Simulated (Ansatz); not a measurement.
Calculated with Ansatz (gas phase, PBE0-D4/def2-TZVP geometries, no zero-point term in ΔE). CCSD(T)/CBS is the MP2 limit (def2-TZVPP, def2-QZVPP) plus CCSD(T) − MP2 in def2-TZVPP, frozen cores. DFT in def2-TZVPP. B3LYP here is the variant with VWN-RPA as its local correlation; programs differ in this. One conformer a species, not always the lowest.

Consider the ligand exchange at a B–N bond: `CBNBN` + `O[SiH2]F` → `CBO[SiH2]F` + `NBN`.

`CBNBN`:

Z-matrix (Å, degrees):
```
C
B 1 1.566
H 1 1.096 2 110.3
H 1 1.096 2 110.2 3 -115.8
H 1 1.094 2 114.4 3 122.2
N 2 1.407 1 122.7 3 -122.9
H 2 1.205 1 119.4 3 57.2
B 6 1.446 2 129.0 1 -179.9
H 6 1.010 2 116.3 1 0.0
N 8 1.394 6 122.4 2 -0.2
H 8 1.199 6 118.8 2 179.8
H 10 1.003 8 122.1 6 -179.9
H 10 1.006 8 123.4 6 -0.1
```

`O[SiH2]F`:

```xyz
6

O     1.259    0.098   -0.156
Si   -0.318   -0.051    0.227
F    -0.981   -1.275   -0.553
H     1.499    0.421   -1.025
H    -0.368   -0.344    1.671
H    -1.091    1.150   -0.165
```

`CBO[SiH2]F`:

```xyz
11

C    -0.720   -1.922    0.006
B    -0.370   -0.458    0.400
O     0.269    0.364   -0.479
Si    0.808    1.902   -0.338
F     2.381    1.861   -0.099
H    -0.251   -2.617    0.712
H    -0.416   -2.190   -1.007
H    -1.798   -2.092    0.112
H    -0.656   -0.013    1.485
H     0.189    2.572    0.827
H     0.562    2.593   -1.618
```

`NBN`:

Cartesian coordinates in Å:
```
N 1.105 -0.379 0.453
B -0.001 -0.251 -0.411
N -1.104 0.579 -0.125
H 1.200 0.102 1.330
H 1.881 -0.974 0.235
H -0.004 -0.876 -1.435
H -1.883 0.659 -0.751
H -1.194 1.140 0.704
```

```json
{"level": "PBE-D4", "ΔE (kcal/mol)": "-2.2", "difference from CCSD(T)/CBS": "0.5"}
{"level": "r2SCAN-D4", "ΔE (kcal/mol)": "-3.2", "difference from CCSD(T)/CBS": "-0.5"}
{"level": "PBE0-D4", "ΔE (kcal/mol)": "-2.6", "difference from CCSD(T)/CBS": "0.1"}
{"level": "B3LYP-D4", "ΔE (kcal/mol)": "-3.6", "difference from CCSD(T)/CBS": "-0.9"}
{"level": "ωB97X-V", "ΔE (kcal/mol)": "-3.4", "difference from CCSD(T)/CBS": "-0.7"}
{"level": "ωB97M-V", "ΔE (kcal/mol)": "-3.1", "difference from CCSD(T)/CBS": "-0.4"}
{"level": "B2PLYP", "ΔE (kcal/mol)": "-3.5", "difference from CCSD(T)/CBS": "-0.8"}
{"level": "PBE", "ΔE (kcal/mol)": "-2.4", "difference from CCSD(T)/CBS": "0.3"}
{"level": "r2SCAN", "ΔE (kcal/mol)": "-3.2", "difference from CCSD(T)/CBS": "-0.5"}
{"level": "PBE0", "ΔE (kcal/mol)": "-2.7", "difference from CCSD(T)/CBS": "0.0"}
{"level": "B3LYP", "ΔE (kcal/mol)": "-4.0", "difference from CCSD(T)/CBS": "-1.3"}
{"level": "HF/def2-TZVPP", "ΔE (kcal/mol)": "-5.8", "difference from CCSD(T)/CBS": "-3.1"}
{"level": "MP2/def2-TZVPP", "ΔE (kcal/mol)": "-2.5", "difference from CCSD(T)/CBS": "0.2"}
{"level": "SCS-MP2/def2-TZVPP", "ΔE (kcal/mol)": "-3.1", "difference from CCSD(T)/CBS": "-0.4"}
{"level": "CCSD/def2-TZVPP", "ΔE (kcal/mol)": "-3.1", "difference from CCSD(T)/CBS": "-0.4"}
{"level": "CCSD(T)/def2-TZVPP", "ΔE (kcal/mol)": "-2.7", "difference from CCSD(T)/CBS": "0.0"}
{"level": "HF/def2-QZVPP", "ΔE (kcal/mol)": "-6.0", "difference from CCSD(T)/CBS": "-3.3"}
{"level": "MP2/def2-QZVPP", "ΔE (kcal/mol)": "-2.6", "difference from CCSD(T)/CBS": "0.1"}
{"level": "SCS-MP2/def2-QZVPP", "ΔE (kcal/mol)": "-3.2", "difference from CCSD(T)/CBS": "-0.5"}
{"level": "HF/CBS(def2)", "ΔE (kcal/mol)": "-6.0", "difference from CCSD(T)/CBS": "-3.3"}
{"level": "MP2/CBS(def2)", "ΔE (kcal/mol)": "-2.6", "difference from CCSD(T)/CBS": "0.1"}
{"level": "CCSD/CBS(def2)", "ΔE (kcal/mol)": "-3.2", "difference from CCSD(T)/CBS": "-0.5"}
{"level": "CCSD(T)/CBS", "ΔE (kcal/mol)": "-2.7", "difference from CCSD(T)/CBS": "0"}
```

Largest T1 diagnostic among the species: 0.012.

In def2-TZVPP, CCSD(T) changes the Hartree–Fock value by +3.1 kcal/mol (the triples alone add +0.5 kcal/mol) and MP2 by +3.2 kcal/mol.
